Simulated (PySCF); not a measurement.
Species: C₉H₉N.
Bonds: C1–C2 (double), C2–C3 (double), C3–C4, C4–C5, C5–C6 (aromatic), C6–C7 (aromatic), C7–N8 (aromatic), N8–C9 (aromatic), C9–C10 (aromatic), C5–C10 (aromatic). Hydrogens: H11, H12 on C1; H13 on C3; H14, H15 on C4; H16 on C6; H17 on C7; H18 on C9; H19 on C10.

Torsions of this conformer, `[CH2:1]=[C:2]=[CH:3][CH2:4][c:5]1[cH:6][cH:7][n:8][cH:9][cH:10]1`: C2–C3–C4–C5 -118°, C3–C4–C5–C6 -139°.

The closed-shell ground state was solved at several levels (PySCF, density fitting, gas phase, non-relativistic). Geometry: PBE0-D3(BJ)/def2-SVP, one conformer, isolated molecule.

```json
{"level": "KT2/pcSseg-1", "basis functions": "215", "total energy (Eh)": "-410.1859", "HOMO (eV)": "-6.01", "LUMO (eV)": "-1.67", "gap (eV)": "4.34", "dipole (D)": "2.49"}
{"level": "PBE0/pcSseg-1", "basis functions": "215", "total energy (Eh)": "-402.5261", "HOMO (eV)": "-7.36", "LUMO (eV)": "-0.78", "gap (eV)": "6.58", "dipole (D)": "2.60"}
```

(1) Estimate the row for wB97X-D/def2-SVPD, a basis of 272 functions; the other rows only guide the guess.

(2) Over all these levels, which gives the widest orbital gap and which the narrowest?

(3) How far do the dipole and the HOMO energy spread over the levels?

Results:

(1) Total energy -402.6388 Eh, HOMO -9.28 eV, LUMO 0.91 eV, gap 10.19 eV, dipole 2.66 D.

(2) wB97X-D/def2-SVPD (range-separated hybrid) has the widest, 10.19 eV, and KT2/pcSseg-1 (GGA) the narrowest, 4.34 eV. Functional and basis both differ between the two, so the spread mixes both effects.

(3) The dipole runs from 2.49 to 2.66 D (mean 2.58 D) and the HOMO from -9.28 to -6.01 eV.

wB97X-D is run here without its empirical dispersion term; that term would change no orbital, density or response property at a fixed geometry.
